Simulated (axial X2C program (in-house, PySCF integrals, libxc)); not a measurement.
Curves of IVI⁺ from open-shell CI on d2 s0 p(π)0

Computed with an in-house all-electron X2C program for linear molecules (integrals from PySCF): two-component X2C with atomic mean-field Coulomb and Gaunt terms, basis I dyall-v3z, V dyall-v3z (cores contracted in-house). Orbitals come from Hartree–Fock averaged over the configuration V d2 s0 p(π)0; CI then distributes these electrons over the d, s, p(π) shells of V. The speed of light was multiplied by 2, so these are model numbers.

Scan along the symmetric stretch (R is each bond); masses I 126.904 u, V 50.944 u, I 126.904 u. Energies in cm⁻¹ from the lowest point; levels are followed by energy order within each Ω. Lowest level at 2.527 Å: 100% d2.

| R (Å) | (1)Ω=2 | (1)Ω=3 | (1)Ω=4 | (1)Ω=0 | (1)Ω=1 |
| --- | --- | --- | --- | --- | --- |
| 2.350 | 5190 | 5454 | 5734 | 5361 | 5363 |
| 2.439 | 1235 | 1496 | 1761 | 1765 | 1767 |
| 2.527 | 0 | 253 | 510 | 835 | 838 |
| 2.628 | 984 | 1228 | 1476 | 2108 | 2110 |
| 2.729 | 3785 | 4019 | 4256 | 5131 | 5134 |
| 2.843 | 8389 | 8610 | 8833 | 9916 | 9919 |
| 2.982 | 15208 | 15404 | 15603 | 16857 | 16860 |

Question: Fit the curves (1)Ω=2, (1)Ω=3, (1)Ω=4, (1)Ω=0, (1)Ω=1 near their minima.

Answer: From the open-shell CI curves, Te from the lowest:

| level | Te (cm⁻¹) | Re (Å) | ωe (cm⁻¹) |
| --- | --- | --- | --- |
| (1)Ω=2 | 0 | 2.534 | 181.4 |
| (1)Ω=3 | 253 | 2.534 | 181.3 |
| (1)Ω=4 | 509 | 2.534 | 181.2 |
| (1)Ω=0 | 837 | 2.521 | 183.0 |
| (1)Ω=1 | 839 | 2.521 | 183.0 |

Without dynamic correlation distances can be off by several hundredths of an Å (long for ionic bonds, short for multiple bonds) and the wavenumbers are rough.

The 5 lowest curves are shown; the next is (2)Ω=1, from 1883 cm⁻¹.

Dynamic correlation is missing, so gaps between terms are too wide and other configurations may lie lower; the lowest level listed is that of this model, not necessarily the ground state. For d shells the ligand-field splittings (σ, π, δ) and their order can be off by a thousand cm⁻¹ or more. At most 6 roots were kept for each Ω > 0 (twice that for Ω = 0) within 3.2 eV of the lowest, so higher up levels can be missing between those listed; levels with Ω > 0 are doubly degenerate and listed once, Ω = 0 levels singly. Some active spinors are only partly of the character that their shell is named for, so the shell names and counts are nominal. States that fill the shells left empty in the average are placed too high. The molecule was held linear; bending was not examined.
